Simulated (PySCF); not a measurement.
Atoms are numbered as in `[CH3:1][C:2](=[O:3])[O:4][SiH2:5][O:6][SiH3:7]` (H(Xn): hydrogen on atom n).

[PySCF: GFN2-xTB structure; PBE0/pcSseg-1 with gauge-including orbitals; gas phase; fast rotation and ring inversion assumed for equivalent nuclei; non-relativistic Hamiltonian; a single conformation]

δ = σ(ref) − σ, references computed at the same level: 13C and 1H and 29Si vs TMS; H2O for 17O.

```json
{"atoms": "O6", "nucleus": "17O", "count": "1", "δ (ppm)": "26.6"}
{"atoms": "O3", "nucleus": "17O", "count": "1", "δ (ppm)": "474.7"}
{"atoms": "O4", "nucleus": "17O", "count": "1", "δ (ppm)": "220.8"}
{"atoms": "C1", "nucleus": "13C", "count": "1", "δ (ppm)": "?"}
{"atoms": "Si7", "nucleus": "29Si", "count": "1", "δ (ppm)": "-42.4"}
{"atoms": "Si5", "nucleus": "29Si", "count": "1", "δ (ppm)": "?"}
{"atoms": "H(Si7)", "nucleus": "1H", "count": "3", "δ (ppm)": "5.20"}
{"atoms": "H(C1)", "nucleus": "1H", "count": "3", "δ (ppm)": "2.14"}
{"atoms": "H(Si5)", "nucleus": "1H", "count": "2", "δ (ppm)": "5.17"}
{"atoms": "C2", "nucleus": "13C", "count": "1", "δ (ppm)": "?"}
```

Question: Complete the table.

Answer: 
- C2: 176.5 ppm, carbonyl carbon
- C1: 24.4 ppm, methyl carbon α to a carbonyl; the adjacent C=O deshields it moderately
- Si5: -35.8 ppm, silicon bonded to 2 O, 2 H

Shifts are as computed. Against solution values, carbons near 30 ppm lie about +3 ppm off and those near 130 ppm about +5 ppm. Of 1211 compounds with measured shifts, 218 miss one by over three times the rms of a fit or turn the order of signals round; such compounds aren't used in these exercises. Unscaled 17O shifts of doubly bonded oxygen tend to come out too high, by tens of ppm or more. Experimental scales use liquid or dissolved standards, which lie at an offset from isolated H2O (liquid H2O: subtract about 36 ppm).
